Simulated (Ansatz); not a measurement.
Worked example: CH9NSi2 → Si2NH6 + CH3

Species: CH9NSi2 `CN([SiH3])[SiH3]`, singlet; Si2NH6 `[SiH3][N][SiH3]`, doublet; CH3 (methyl radical) `[CH3]`, doublet. 

Shapes, held fixed at every level: PBE0-D4/def2-TZVP. Programs: Ansatz 0.2.0. The zero-point and thermal change to 298 K, harmonic and unscaled (PBE0-D4/def2-TZVP), is -23.5 kJ/mol.

At CCSD(T)/CBS estimate; 1 Eh = 2625.50 kJ/mol:

| species | energy (Eh) |
| --- | --- |
| CH9NSi2 | -676.350369 |
| Si2NH6 | -636.416124 |
| CH3 | -39.782177 |

Work out ΔH(298 K) of the reaction at this level.


1. Products less reactants: (-636.416124) + (-39.782177) − [(-676.350369)] = 0.152068 Eh = +399.3 kJ/mol.
2. With the thermal change: +399.3 + (-23.5) = +375.8 kJ/mol.

Other levels give +220.5 (HF/def2-TZVPP) to +402.0 kJ/mol (MP2/def2-SVP). No measured value is set beside it here. Open shells run unrestricted unless RO is named. The CBS estimate extrapolates MP2 from def2-TZVPP and def2-QZVPP and adds CCSD(T) − MP2 in the triple-zeta set, cores frozen.
